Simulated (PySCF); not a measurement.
Species: C₉H₉F.
Bonds: F1–C2, C2–C3 (aromatic), C3–C4 (aromatic), C4–C5 (aromatic), C5–C6, C6–C7, C7–C8, C5–C9 (aromatic), C9–C10 (aromatic), C2–C10 (aromatic), C6–C8. Hydrogens: H11 on C3; H12 on C4; H13 on C6; H14, H15 on C7; H16, H17 on C8; H18 on C9; H19 on C10.

A GFN2-xTB structure was refined with PBE0-D3(BJ)/def2-SVP geometry optimisation, gas phase (PySCF). Its GFN2-xTB values:

| coordinate | GFN2-xTB |
| --- | --- |
| F1–C2 | 1.352 Å |
| C2–C3 | 1.382 Å |
| C3–C4 | 1.382 Å |
| C3–H11 | 1.079 Å |
| C4–C5 | 1.393 Å |
| C4–H12 | 1.079 Å |
| C5–C6 | 1.478 Å |
| C6–C7 | 1.507 Å |
| C6–H13 | 1.084 Å |
| C7–C8 | 1.491 Å |
| C7–H14 | 1.079 Å |
| C7–H15 | 1.079 Å |
| F1–C2–C3 | 119.2° |
| C2–C3–C4 | 118.9° |
| C3–C2–C10 | 121.6° |
| C3–C4–C5 | 121.1° |
| C4–C5–C6 | 122.2° |
| C4–C5–C9 | 118.4° |
| C5–C6–C7 | 121.1° |
| C6–C5–C9 | 119.3° |

Q: How do these coordinates change at the PBE0-D3(BJ)/def2-SVP level?

A: 
| coordinate | PBE0-D3(BJ)/def2-SVP (Å or °) | change |
| --- | --- | --- |
| F1–C2 | 1.334 | -0.018 |
| C7–H15 | 1.094 | +0.015 |
| C4–H12 | 1.093 | +0.014 |
| C7–H14 | 1.093 | +0.014 |
| C3–H11 | 1.092 | +0.013 |
| C6–H13 | 1.094 | +0.010 |
| C3–C4 | 1.391 | +0.009 |
| C4–C5 | 1.402 | +0.009 |
| C5–C6 | 1.486 | +0.008 |
| C2–C3 | 1.390 | +0.008 |
| C6–C7 | 1.508 | +0.001 |
| C7–C8 | 1.492 | +0.001 |
| C4–C5–C9 | 117.9 | -0.5 |
| C6–C5–C9 | 119.9 | +0.6 |
| C3–C2–C10 | 121.2 | -0.4 |
| C3–C4–C5 | 121.4 | +0.3 |
| C2–C3–C4 | 119.1 | +0.2 |
| F1–C2–C3 | 119.3 | +0.1 |
| C5–C6–C7 | 121.2 | +0.1 |
| C4–C5–C6 | 122.3 | +0.1 |

The energy falls by 5.0 kJ/mol over 8 energy and gradient evaluations, the largest force component goes from 0.0196 to 3.2e-04 Eh/bohr, and the atoms move by 0.020 Å rms after alignment. The bond that changes most is F1–C2 (aryl fluorine to aromatic C–F carbon), which shortens by 0.018 Å. Bonds longer at the end by more than 0.005 Å: 16 of 20; shorter: 1. Rotational constants go from 4152, 736.7, 657.9 to 4124, 730.1, 652.1 MHz.

The run used 185 basis functions and 51 SCF cycles in all.

No PBE0-D3(BJ)/def2-SVP frequencies stand behind this structure, so it isn't proved a minimum. One conformer, not necessarily the lowest.

Conformer computed: `[F:1][c:2]1[cH:3][cH:4][c:5]([CH:6]2[CH2:7][CH2:8]2)[cH:9][cH:10]1`: C4–C5–C6–C7 -36°.
